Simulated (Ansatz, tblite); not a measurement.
Cost and result up the ladder for WO₃ (4 atoms). Charge 0, multiplicity 1. Geometry: PBE-D4/def2-TZVP.

| atom | x (Å) | y (Å) | z (Å) |
| --- | --- | --- | --- |
| W1 | 0.3852 | 0.2567 | -0.1903 |
| O2 | 0.3471 | 0.2998 | 1.5455 |
| O3 | 0.4190 | -1.4227 | -0.6319 |
| O4 | -1.1513 | 0.8662 | -0.7233 |

Ansatz on 4 threads of Arm Neoverse N1 on a shared host; xTB runs through tblite on one thread. Times are rough, summed over both states, and most runs start from the orbitals of an earlier one. No level here is sound enough to serve as a yardstick. The other state is a triplet.

In the def2 sets W takes a core potential; there is no spin–orbit coupling. The xTB rows come from tblite.

xTB has no spin-polarisation term.

```
                          level  functions  wall time  vertical triplet (eV)                                  remarks
                       GFN1-xTB         21    0.009 s                   4.54                                        –
                       GFN2-xTB         21     0.01 s                   2.24                                        –
               PBE-D4/def2-TZVP        133      3.9 s                   1.89                                        –
            r2SCAN-D4/def2-TZVP        133       11 s                   1.77  restricted SCF unstable in HF (singlet)
PBE0-D4/def2-TZVP (with forces)        133       12 s                   1.87  restricted SCF unstable in HF (singlet)
```
